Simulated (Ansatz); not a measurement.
Input file for Ansatz (an electronic-structure program): R-r2SCAN/def2-TZVPPD on aminoborane (SMILES BN) with ghost functions, monomers drawn apart or pushed together. Files ending in .json are basis or fitting sets from the Basis Set Exchange.

Ansatz 0.2 input:
```yaml
crystal:
  periodic: [false, false, false]
  atoms:
    - {symbol: B, position_ang: [0.90642385, -0.12577282, 0.06132810]}
    - {symbol: N, position_ang: [-0.14340758, 0.57942984, 0.66532152]}
    - {symbol: H, position_ang: [0.66259924, -0.82367319, -0.87058744]}
    - {symbol: H, position_ang: [1.99912322, -0.02550304, 0.52060940]}
    - {symbol: H, position_ang: [0.01237531, 1.27651616, 1.37837995]}
    - {symbol: H, position_ang: [-1.06485966, 0.63323826, 0.25705540]}
basis:
  gaussian:
    orbitals: def2-TZVPPD.json
    ghost_atoms:
      - {symbol: F, position_ang: [-0.90232327, -1.25716961, 2.44797328]}
      - {symbol: H, position_ang: [-0.56265691, -0.67935886, 1.79018649]}
hamiltonian:
  xc: {name: r2SCAN}
scf: {lower_state_search: off}
```

Program output:

```
WARN ansatz: RAYON_NUM_THREADS=1 ignored (pool sized by the plan → 1); use --threads N
Functional definition: r2SCAN
these checks for a lower state are left out or cut short: stability, starts, cluster_reference, orbital_swaps, neighbouring_geometries, increment
integrals: 0.07 GiB planned
824 factors; their error is unknown
mean field: 0.75 GiB planned
mean field evaluation 1: about -2224.9277 eV, gradient 5.9e1 eV
mean field evaluation 2: about -2211.7102 eV, gradient 9.1e1 eV
mean field evaluation 4: about -2231.7348 eV, gradient 4.6e0 eV
mean field evaluation 8: about -2231.7876 eV, gradient 3.6e-2 eV
mean field -2231.78757394 eV, -82.0166805823 hartree, gradient 5.9e-6 eV, S^2 0.000000; 0 other end points of the search recorded, 0 dependent functions left out
reference -2231.78758761 eV, -82.0166810847 hartree; 8, 8 occupied and 191, 191 virtual orbitals, 824 factors
Total energy: -2231.78758761 eV, -82.0166810847 hartree
Checks for a lower state left out: stability, starts, cluster_reference, orbital_swaps, neighbouring_geometries, increment
```

The calculation finished and met its thresholds.

Cost: about 3 core-seconds (a rough figure).
